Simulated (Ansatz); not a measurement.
All values below come from Ansatz (a program for electronic structure) with PBE-D3(BJ)/def2-SVP. No frequencies were computed at this level.

Ansatz 0.2 input:
```yaml
crystal:
  periodic: [false, false, false]
  atoms:
    - { symbol: Nb, position_ang: [-0.219812, -0.058257, -0.212723] }
    - { symbol: O, position_ang: [-1.467356, -0.790532, -1.519927] }
    - { symbol: H, position_ang: [-1.640136, -0.463942, -2.407032] }
    - { symbol: O, position_ang: [-0.694265, -1.345194, 0.925414] }
    - { symbol: H, position_ang: [-1.036023, -2.081579, 1.437387] }
    - { symbol: O, position_ang: [0.274664, 1.249942, -1.34587] }
    - { symbol: H, position_ang: [0.581924, 1.968149, -1.905058] }
    - { symbol: N, position_ang: [1.701246, -0.614525, -0.052539] }
    - { symbol: H, position_ang: [2.037103, -1.406654, 0.489108] }
    - { symbol: H, position_ang: [2.482256, -0.219914, -0.56945] }
    - { symbol: N, position_ang: [-0.703858, 1.334192, 1.148373] }
    - { symbol: H, position_ang: [-1.110418, 1.143252, 2.06049] }
    - { symbol: H, position_ang: [-0.678072, 2.340554, 1.008686] }
basis:
  gaussian: { orbitals: def2-svp }
hamiltonian:
  xc: pbe
  dispersion: d3bj
relax:
  max_steps: 150
```

Output:

```
[...]
1456 factors; their error is unknown
mean field evaluation 1: about -10743.8869 eV, gradient 1.3e2 eV
mean field evaluation 2: about -10549.2972 eV, gradient 3.0e2 eV
mean field evaluation 4: about -10772.3177 eV, gradient 3.0e1 eV
mean field evaluation 8: about -10774.4148 eV, gradient 7.4e-1 eV
mean field evaluation 16: about -10774.3679 eV, gradient 4.8e-4 eV
mean field -10774.36789367 eV, -395.9507169634 hartree, gradient 3.7e-5 eV, S^2 0.000000; 0 other end points of the search recorded, 0 dependent functions left out
reference -10774.36797800 eV, -395.9507200627 hartree; 29, 29 occupied and 107, 107 virtual orbitals, 1456 factors
relax step   1: F+E_penalty+E_count = -10774.65513100 eV  Δ(F+E_penalty+E_count) = +0.000e0 eV  max|allowed force component| = 2.770e0 eV/Å  Δτ_max = 0.0000 Å  (32 SCF iters, accepted)
these checks for a lower state are left out or cut short: starts, cluster_reference, orbital_swaps, neighbouring_geometries, increment
1456 factors; their error is unknown
mean field -10774.79529749 eV, -395.9664237641 hartree, gradient 1.8e-5 eV, S^2 0.000000; 0 other end points of the search recorded, 0 dependent functions left out
reference -10774.79538159 eV, -395.9664268547 hartree; 29, 29 occupied and 107, 107 virtual orbitals, 1456 factors
relax step   2: F+E_penalty+E_count = -10775.07760290 eV  Δ(F+E_penalty+E_count) = -4.225e-1 eV  max|allowed force component| = 3.245e-1 eV/Å  Δτ_max = 0.1090 Å  (33 SCF iters, accepted)
these checks for a lower state are left out or cut short: starts, cluster_reference, orbital_swaps, neighbouring_geometries, increment
1456 factors; their error is unknown
mean field evaluation 32: about -10774.8141 eV, gradient 2.1e-1 eV
mean field -10774.81422709 eV, -395.9671194141 hartree, gradient 2.3e-5 eV, S^2 0.000000; 0 other end points of the search recorded, 0 dependent functions left out
reference -10774.81431090 eV, -395.9671224943 hartree; 29, 29 occupied and 107, 107 virtual orbitals, 1456 factors
relax step   3: F+E_penalty+E_count = -10775.09735152 eV  Δ(F+E_penalty+E_count) = -1.975e-2 eV  max|allowed force component| = 1.527e-1 eV/Å  Δτ_max = 0.0606 Å  (32 SCF iters, accepted)
these checks for a lower state are left out or cut short: starts, cluster_reference, orbital_swaps, neighbouring_geometries, increment
1456 factors; their error is unknown
mean field -10774.81742767 eV, -395.9672370334 hartree, gradient 2.3e-5 eV, S^2 0.000000; 0 other end points of the search recorded, 0 dependent functions left out
reference -10774.81751143 eV, -395.9672401114 hartree; 29, 29 occupied and 107, 107 virtual orbitals, 1456 factors
relax step   4: F+E_penalty+E_count = -10775.10111402 eV  Δ(F+E_penalty+E_count) = -3.763e-3 eV  max|allowed force component| = 2.254e-1 eV/Å  Δτ_max = 0.1037 Å  (32 SCF iters, accepted)
these checks for a lower state are left out or cut short: starts, cluster_reference, orbital_swaps, neighbouring_geometries, increment
1456 factors; their error is unknown
mean field -10774.81978225 eV, -395.9673235627 hartree, gradient 2.3e-5 eV, S^2 0.000000; 0 other end points of the search recorded, 0 dependent functions left out
reference -10774.81986588 eV, -395.9673266358 hartree; 29, 29 occupied and 107, 107 virtual orbitals, 1456 factors
relax step   5: F+E_penalty+E_count = -10775.10355648 eV  Δ(F+E_penalty+E_count) = -2.442e-3 eV  max|allowed force component| = 6.377e-2 eV/Å  Δτ_max = 0.0370 Å  (33 SCF iters, accepted)
these checks for a lower state are left out or cut short: starts, cluster_reference, orbital_swaps, neighbouring_geometries, increment
1456 factors; their error is unknown
mean field -10774.83079802 eV, -395.9677283846 hartree, gradient 9.3e-6 eV, S^2 0.000000; 0 other end points of the search recorded, 0 dependent functions left out
reference -10774.83088109 eV, -395.9677314374 hartree; 29, 29 occupied and 107, 107 virtual orbitals, 1456 factors
relax step   6: F+E_penalty+E_count = -10775.11545333 eV  Δ(F+E_penalty+E_count) = -1.190e-2 eV  max|allowed force component| = 2.673e-1 eV/Å  Δτ_max = 0.2000 Å  (33 SCF iters, accepted)
these checks for a lower state are left out or cut short: starts, cluster_reference, orbital_swaps, neighbouring_geometries, increment
1456 factors; their error is unknown
mean field evaluation 64: about -10774.7813 eV, gradient 8.0e-6 eV
mean field -10774.78130783 eV, -395.9659096538 hartree, gradient 8.0e-6 eV, S^2 0.000000; 0 other end points of the search recorded, 0 dependent functions left out
reference -10774.78139044 eV, -395.9659126897 hartree; 29, 29 occupied and 107, 107 virtual orbitals, 1456 factors
relax step   7: F+E_penalty+E_count = -10775.06674860 eV  Δ(F+E_penalty+E_count) = +4.870e-2 eV  max|allowed force component| = 1.683e0 eV/Å  Δτ_max = 0.1989 Å  (33 SCF iters, rejected (line search))
these checks for a lower state are left out or cut short: starts, cluster_reference, orbital_swaps, neighbouring_geometries, increment
1456 factors; their error is unknown
mean field -10774.83950673 eV, -395.9680484239 hartree, gradient 1.1e-5 eV, S^2 0.000000; 0 other end points of the search recorded, 0 dependent functions left out
reference -10774.83958960 eV, -395.9680514694 hartree; 29, 29 occupied and 107, 107 virtual orbitals, 1456 factors
relax step   8: F+E_penalty+E_count = -10775.12474909 eV  Δ(F+E_penalty+E_count) = -9.296e-3 eV  max|allowed force component| = 2.225e-1 eV/Å  Δτ_max = 0.0994 Å  (34 SCF iters, accepted)
these checks for a lower state are left out or cut short: starts, cluster_reference, orbital_swaps, neighbouring_geometries, increment
1456 factors; their error is unknown
mean field -10774.85237118 eV, -395.9685211835 hartree, gradient 2.7e-5 eV, S^2 0.000000; 0 other end points of the search recorded, 0 dependent functions left out
reference -10774.85245403 eV, -395.9685242282 hartree; 29, 29 occupied and 107, 107 virtual orbitals, 1456 factors
relax step   9: F+E_penalty+E_count = -10775.13842595 eV  Δ(F+E_penalty+E_count) = -1.368e-2 eV  max|allowed force component| = 1.875e-1 eV/Å  Δτ_max = 0.1000 Å  (32 SCF iters, accepted)
these checks for a lower state are left out or cut short: starts, cluster_reference, orbital_swaps, neighbouring_geometries, increment
1456 factors; their error is unknown
mean field -10774.86177271 eV, -395.9688666836 hartree, gradient 1.8e-5 eV, S^2 0.000000; 0 other end points of the search recorded, 0 dependent functions left out
reference -10774.86185553 eV, -395.9688697269 hartree; 29, 29 occupied and 107, 107 virtual orbitals, 1456 factors
relax step  10: F+E_penalty+E_count = -10775.14843236 eV  Δ(F+E_penalty+E_count) = -1.001e-2 eV  max|allowed force component| = 5.234e-1 eV/Å  Δτ_max = 0.1456 Å  (32 SCF iters, accepted)
these checks for a lower state are left out or cut short: starts, cluster_reference, orbital_swaps, neighbouring_geometries, increment
1456 factors; their error is unknown
mean field -10774.88242065 eV, -395.9696254811 hartree, gradient 1.7e-5 eV, S^2 0.000000; 0 other end points of the search recorded, 0 dependent functions left out
reference -10774.88250358 eV, -395.9696285288 hartree; 29, 29 occupied and 107, 107 virtual orbitals, 1456 factors
relax step  11: F+E_penalty+E_count = -10775.17014027 eV  Δ(F+E_penalty+E_count) = -2.171e-2 eV  max|allowed force component| = 1.391e-1 eV/Å  Δτ_max = 0.2000 Å  (33 SCF iters, accepted)
these checks for a lower state are left out or cut short: starts, cluster_reference, orbital_swaps, neighbouring_geometries, increment
1456 factors; their error is unknown
mean field evaluation 96: about -10774.8859 eV, gradient 3.4e-4 eV
mean field -10774.88593461 eV, -395.9697546171 hartree, gradient 1.2e-5 eV, S^2 0.000000; 0 other end points of the search recorded, 0 dependent functions left out
reference -10774.88601753 eV, -395.9697576642 hartree; 29, 29 occupied and 107, 107 virtual orbitals, 1456 factors
relax step  12: F+E_penalty+E_count = -10775.17449086 eV  Δ(F+E_penalty+E_count) = -4.351e-3 eV  max|allowed force component| = 8.182e-2 eV/Å  Δτ_max = 0.1381 Å  (34 SCF iters, accepted)
these checks for a lower state are left out or cut short: starts, cluster_reference, orbital_swaps, neighbouring_geometries, increment
1456 factors; their error is unknown
mean field -10774.88423426 eV, -395.9696921303 hartree, gradient 2.2e-5 eV, S^2 0.000000; 0 other end points of the search recorded, 0 dependent functions left out
reference -10774.88431722 eV, -395.9696951789 hartree; 29, 29 occupied and 107, 107 virtual orbitals, 1456 factors
relax step  13: F+E_penalty+E_count = -10775.17364634 eV  Δ(F+E_penalty+E_count) = +8.445e-4 eV  max|allowed force component| = 4.132e-1 eV/Å  Δτ_max = 0.0816 Å  (32 SCF iters, rejected (line search))
these checks for a lower state are left out or cut short: starts, cluster_reference, orbital_swaps, neighbouring_geometries, increment
1456 factors; their error is unknown
mean field -10774.88819204 eV, -395.9698375759 hartree, gradient 2.1e-5 eV, S^2 0.000000; 0 other end points of the search recorded, 0 dependent functions left out
reference -10774.88827500 eV, -395.9698406248 hartree; 29, 29 occupied and 107, 107 virtual orbitals, 1456 factors
relax step  14: F+E_penalty+E_count = -10775.17709481 eV  Δ(F+E_penalty+E_count) = -2.604e-3 eV  max|allowed force component| = 3.755e-2 eV/Å  Δτ_max = 0.0392 Å  (33 SCF iters, accepted)
these checks for a lower state are left out or cut short: starts, cluster_reference, orbital_swaps, neighbouring_geometries, increment
1456 factors; their error is unknown
mean field -10774.88866080 eV, -395.9698548025 hartree, gradient 2.2e-5 eV, S^2 0.000000; 0 other end points of the search recorded, 0 dependent functions left out
reference -10774.88874376 eV, -395.9698578514 hartree; 29, 29 occupied and 107, 107 virtual orbitals, 1456 factors
relax step  15: F+E_penalty+E_count = -10775.17739811 eV  Δ(F+E_penalty+E_count) = -3.033e-4 eV  max|allowed force component| = 4.184e-2 eV/Å  Δτ_max = 0.0432 Å  (34 SCF iters, accepted)
these checks for a lower state are left out or cut short: starts, cluster_reference, orbital_swaps, neighbouring_geometries, increment
1456 factors; their error is unknown
mean field -10774.88919732 eV, -395.9698745192 hartree, gradient 2.3e-5 eV, S^2 0.000000; 0 other end points of the search recorded, 0 dependent functions left out
reference -10774.88928032 eV, -395.9698775694 hartree; 29, 29 occupied and 107, 107 virtual orbitals, 1456 factors
relax step  16: F+E_penalty+E_count = -10775.17811272 eV  Δ(F+E_penalty+E_count) = -7.146e-4 eV  max|allowed force component| = 9.543e-2 eV/Å  Δτ_max = 0.0336 Å  (34 SCF iters, accepted)
these checks for a lower state are left out or cut short: starts, cluster_reference, orbital_swaps, neighbouring_geometries, increment
1456 factors; their error is unknown
mean field evaluation 128: about -10774.9339 eV, gradient 3.4e-1 eV
mean field -10774.88929216 eV, -395.9698780046 hartree, gradient 2.1e-5 eV, S^2 0.000000; 0 other end points of the search recorded, 0 dependent functions left out
reference -10774.88937517 eV, -395.9698810551 hartree; 29, 29 occupied and 107, 107 virtual orbitals, 1456 factors
relax step  17: F+E_penalty+E_count = -10775.17824381 eV  Δ(F+E_penalty+E_count) = -1.311e-4 eV  max|allowed force component| = 5.265e-2 eV/Å  Δτ_max = 0.0063 Å  (27 SCF iters, accepted)
these checks for a lower state are left out or cut short: starts, cluster_reference, orbital_swaps, neighbouring_geometries, increment
1456 factors; their error is unknown
mean field -10774.88934183 eV, -395.9698798298 hartree, gradient 1.6e-5 eV, S^2 0.000000; 0 other end points of the search recorded, 0 dependent functions left out
reference -10774.88942484 eV, -395.9698828806 hartree; 29, 29 occupied and 107, 107 virtual orbitals, 1456 factors
relax step  18: F+E_penalty+E_count = -10775.17829669 eV  Δ(F+E_penalty+E_count) = -5.288e-5 eV  max|allowed force component| = 9.592e-3 eV/Å  Δτ_max = 0.0056 Å  (26 SCF iters, accepted)
1456 factors; their error is unknown
mean field evaluation 160: about -10774.8893 eV, gradient 3.0e-5 eV
mean field -10774.88934183 eV, -395.9698798298 hartree, gradient 1.7e-5 eV, S^2 0.000000; 1 other end points of the search recorded, 0 dependent functions left out
reference -10774.88942484 eV, -395.9698828806 hartree; 29, 29 occupied and 107, 107 virtual orbitals, 1456 factors
Total energy: -10775.17837971 eV, -395.9805017760 hartree
Atom 0 at    -0.316551    -0.128250    -0.289933 Å, force     0.003955     0.004132     0.000178 eV/Å
Atom 1 at    -1.509761    -0.747927    -1.664011 Å, force     0.000676     0.001855    -0.002349 eV/Å
Atom 2 at    -1.633781    -0.361337    -2.547689 Å, force    -0.001401    -0.001804     0.000483 eV/Å
Atom 3 at    -0.669607    -1.408947     1.078462 Å, force     0.001482    -0.004002     0.009592 eV/Å
Atom 4 at    -0.395861    -1.633948     1.982434 Å, force    -0.001825     0.003085    -0.007871 eV/Å
Atom 5 at     0.351269     1.344441    -1.346238 Å, force     0.000236    -0.000741     0.001318 eV/Å
Atom 6 at     1.011159     2.028187    -1.144299 Å, force    -0.000624    -0.000216    -0.000409 eV/Å
Atom 7 at     1.591148    -0.770753    -0.258939 Å, force    -0.000021    -0.002844     0.001872 eV/Å
Atom 8 at     1.934811    -1.556542     0.300230 Å, force    -0.001336     0.002963    -0.002770 eV/Å
Atom 9 at     2.349209    -0.369769    -0.817467 Å, force    -0.001329    -0.000117     0.000865 eV/Å
Atom 10 at    -0.935315     1.281124     1.007441 Å, force    -0.001266    -0.001793     0.002872 eV/Å
Atom 11 at    -1.326204     1.091620     1.934542 Å, force     0.001020     0.000991    -0.003775 eV/Å
Atom 12 at    -0.923264     2.287593     0.822326 Å, force     0.000434    -0.001509    -0.000005 eV/Å
Dipole moment:     0.382204     0.292750     0.282294 e Å
```

Cost: roughly 2.1 core-minutes.
